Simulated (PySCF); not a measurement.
# What settings do to a single point of [Eu(N2)]3+

The sound run of [Eu(N2)]3+ (singlet in the valence; each metal's 4f electrons, 6 of them, lie in its core potential, out of spins and levels) uses PySCF 2.14.0, RKS PBE0, Eu lcecp-1-SVP with ECP52, N def2-SVP; non-relativistic Hamiltonian with scalar-relativistic core potentials where named; density fitting; no spin-orbit coupling, grid (50, 194), threshold 1e-8 Eh and 55 cycles, at the relaxed geometry:

```xyz
3

Eu    0.0000    0.0000   -0.4369
N     0.0000    0.0000    1.9866
N     0.0000    0.0000    3.0934
```

There Eu1 has a Mulliken charge of 2.71 e and the dipole about the centre of mass is 1.65 D. Each run below changes one thing and starts from free metal ions and neutral atoms unless it says otherwise; with 55 cycles, smearing, a level shift and second-order steps follow where DIIS fails, and their cycles count. Energy shifts count from the sound run. On f atoms grids over 110 angular points are at least (60, 302).

```csv
change,outcome,cycles,energy shift (eV),largest force component (eV/Å),charge on Eu1 (e),dipole about the centre of mass (D)
start from a density of up to 30 smeared cycles (not counted),converged,6,0.0000,0.00,2.71,1.65
"N3 put 1.1 Å from Eu1, limit 66 cycles",converged,13,51.89,170.66,1.93,0.52
all coordinates × 1.12,converged,10,1.27,13.26,2.74,2.10
threshold 0.001,converged,7,0.0001,0.02,2.71,1.64
```

Task: How does the run with this change end: spin (2S) set to 12, limit 66 cycles?

Result: outcome converged, cycles 12, energy shift (eV) 79.02, largest force component (eV/Å) 44.05, charge on Eu1 (e) 1.07, dipole about the centre of mass (D) 19.23.

Unsound on purpose, so not properties of the compound: N3 put 1.1 Å from Eu1, limit 66 cycles; spin (2S) set to 12, limit 66 cycles.

Forces carry noise of the integration grid, about 0.01 to 0.03 eV/Å.

An lcecp potential fixes the number of 4f electrons, so in runs with it no electron can move into or out of that shell.
